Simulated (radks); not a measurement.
Question: The magnesium ion Mg2+, [Ne]. All-electron calculation, non-relativistic Kohn-Sham, r2SCAN, spin-polarised, spherical densities, point nucleus; meta-GGA in the generalised Kohn-Sham scheme. Program: a radial shooting solver on a logarithmic mesh with Libxc functionals. Every spin shell is full or empty, so the densities are truly spherical. Functionals are evaluated on that one density, not self-consistently. Rank these exchange functionals by their error against the exact value of the orbitals, and give that value: LDA, B88, revPBE, RPBE, OPTX, B86b, APBE, TPSS, revTPSS, MVS.

Answer: Exact: -15.6591 hartree. From best to worst, with 100 (|E| - |E exact|)/|E exact| (equal figures are ties): OPTX +0.02, B88 +0.02, revPBE -0.04, MVS -0.06, B86b +0.09, RPBE +0.12, revTPSS -0.24, TPSS +0.35, APBE +0.62, LDA -8.70.
